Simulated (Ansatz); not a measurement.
Coupled-cluster diagnostics for the cluster Sn₂Se⁺ (the lowest doublet isomer of a short search), Ansatz.

Geometry of the doublet (r2SCAN-D4/def2-TZVP):

| atom | x (Å) | y (Å) | z (Å) |
| --- | --- | --- | --- |
| Sn1 | 0.944 | 1.418 | -0.217 |
| Sn2 | -0.437 | -1.324 | -1.002 |
| Se3 | -0.508 | -0.094 | 1.219 |

In the def2 sets Sn takes a core potential; there is no spin–orbit coupling. Correlated methods freeze 17 core orbitals; core or outer-core shells of Sn, Se are correlated, in sets that lack core-valence functions. The structure comes from a short search, and lower isomers may exist.

Geometry of the charge 1 quartet (r2SCAN-D4/def2-TZVP):

Cartesian coordinates in Å:
```
Sn -1.478 -0.722 -0.265
Sn 0.285 1.019 1.287
Se 1.193 -0.297 -1.023
```

Task: Estimate the CCSD(T) correlation energy, the shares of MP2 and (T), T1 and the reference's ⟨S²⟩ for: charge 1, doublet, own geometry in def2-SVP; charge 1, quartet, own geometry in def2-SVP; and the rough time on 4 threads of Arm Neoverse V2 on a shared host.

Result: 
```csv
state,basis,correlation (eV),MP2 share (%),(T) share (%),T1,⟨S²⟩ (pure),wall time
"charge 1, doublet, own geometry",def2-SVP,-11.382,91.5,4.2,0.016,0.77 (0.75),5 s
"charge 1, quartet, own geometry",def2-SVP,-10.785,89.4,3.8,0.013,3.80 (3.75),5.5 s
```
Customary marks for T1 are 0.02 (closed shells), 0.045 (open shells) and about 0.05 (3d metals). T1 stays under 0.02 throughout.
